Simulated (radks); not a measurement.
The numbers below are computed, except where a source is named.
Spherical jellium clusters: N electrons in a uniform positive sphere of charge N and radius rs N^(1/3), rs = 3.52 bohr. Level of theory: non-relativistic Kohn-Sham, PBEsol, spin-polarised, spherical densities (a radial shooting solver with Libxc functionals). Levels are named by radial order and angular momentum (1s, 1p, 1d, 2s, ...), and open shells are averaged over m.

N = 5, configuration 1s2 1p(up 3, down 0). This is the lowest configuration that the search found. Occupied and some empty levels:

level,occupation,eigenvalue (eV),<r> (bohr)
1s up,1,-5.1404,4.302
1s down,1,-4.3324,4.048
1p up,3,-3.2410,5.394
1p down,0,-2.2167,5.444
1d up,0,-1.1441,6.816
2s up,0,-0.92233,8.074

Energy (eV): total -7.82205, kinetic 11.084, external -129.54, Hartree 62.296, exchange-correlation -19.477, background 67.812.

Electron density:

r (bohr),n(r) (e/bohr^3)
0.473,0.006082
1.26,0.006274
2.05,0.006463
2.84,0.006369
3.63,0.005745
4.42,0.004577
5.21,0.003144
6.00,0.001846
6.79,0.0009451
7.58,0.0004397
8.37,0.0001940
9.16,0.00008374
9.95,0.00003589
